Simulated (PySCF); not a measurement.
In(OMe)(SH)2 (CH₅InOS₂), SMILES [O]([In]([SH])[SH])C.

Coordinates come from a B3LYP-D3(BJ)/def2-SVP optimisation. The structure was generated by enumeration; whether it is a known compound was not checked. The def2 effective core potentials stand for the cores of In; spin–orbit coupling is left out. Other conformers were not sampled.

Method: TDDFT-LC-ωPBE/def2-SVPD (PySCF).

Vertical excitations. Isolated molecule, no solvent.

| state | energy (eV) | λ (nm) | f | main pairs |
|---|---|---|---|---|
| S1 | 4.97 | 250 | 0.000 | HOMO→LUMO 75 %, HOMO−1→LUMO 11 % |
| S2 | 5.12 | 242 | 0.009 | HOMO−1→LUMO 71 % |
| S3 | 5.66 | 219 | 0.046 | HOMO−3→LUMO 75 % |
| S4 | 5.82 | 213 | 0.088 | HOMO−2→LUMO 66 %, HOMO−1→LUMO+1 18 % |
| S5 | 6.19 | 200 | 0.015 | HOMO→LUMO+1 61 %, HOMO−4→LUMO 31 % |
| S6 | 6.46 | 192 | 0.002 | HOMO−2→LUMO+1 87 % |
| S7 | 6.56 | 189 | 0.001 | HOMO→LUMO+2 23 %, HOMO−1→LUMO+2 9 %, HOMO−1→LUMO+4 8 %, HOMO−2→LUMO+1 7 % |
| S8 | 6.63 | 187 | 0.148 | HOMO−1→LUMO+1 68 %, HOMO−2→LUMO 15 % |
| S9 | 6.67 | 186 | 0.030 | HOMO→LUMO+3 16 %, HOMO−3→LUMO+2 13 %, HOMO−1→LUMO+2 7 %, HOMO→LUMO+14 7 % |
| S10 | 6.98 | 178 | 0.021 | HOMO−3→LUMO+1 84 % |
| T1 | 4.55 | 272 | 0 | HOMO→LUMO 72 %, HOMO−1→LUMO 12 % |
| T2 | 4.71 | 263 | 0 | HOMO−1→LUMO 64 % |
| T3 | 4.90 | 253 | 0 | HOMO−2→LUMO 72 % |
| T4 | 5.10 | 243 | 0 | HOMO−3→LUMO 70 % |
Triplets are in the Tamm–Dancoff approximation, which puts them higher than full response would, so one can lie above its singlet here.
